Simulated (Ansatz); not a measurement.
Ansatz (an electronic-structure program) input (PBE/pcseg-2):

Ansatz 0.2 input:
```yaml
crystal:
  periodic: [false, false, false]
  atoms:
    - {symbol: F, position_ang: [0.38301926, -0.09650573, 0.22121907]}
    - {symbol: H, position_ang: [-0.28088741, 0.02488709, -0.41587799]}
basis:
  gaussian:
    orbitals: pcseg-2
    ghost_atoms:
      - {symbol: N, position_ang: [-2.51496853, 0.43444418, -2.55713752]}
      - {symbol: N, position_ang: [-1.73488714, 0.29128391, -1.80984010]}
hamiltonian:
  xc: {name: PBE}
magnetization: {spin_polarized: false}
```

Output:

```
Functional definition: PBE
integrals: 0.02 GiB planned
487 factors; their error is unknown
mean field: 0.19 GiB planned
mean field evaluation 1: about -2730.1995 eV, gradient 3.5e1 eV
mean field evaluation 2: about -2725.1138 eV, gradient 7.0e1 eV
mean field evaluation 4: about -2731.8780 eV, gradient 4.0e-1 eV
mean field evaluation 8: about -2731.8692 eV, gradient 1.6e-3 eV
mean field -2731.86916470 eV, -100.3943400753 hartree, gradient 5.5e-5 eV, S^2 0.000000; 0 other end points of the search recorded, 0 dependent functions left out
reference -2731.86918441 eV, -100.3943407995 hartree; 5, 5 occupied and 99, 99 virtual orbitals, 487 factors
Total energy: -2731.86918441 eV, -100.3943407995 hartree
```
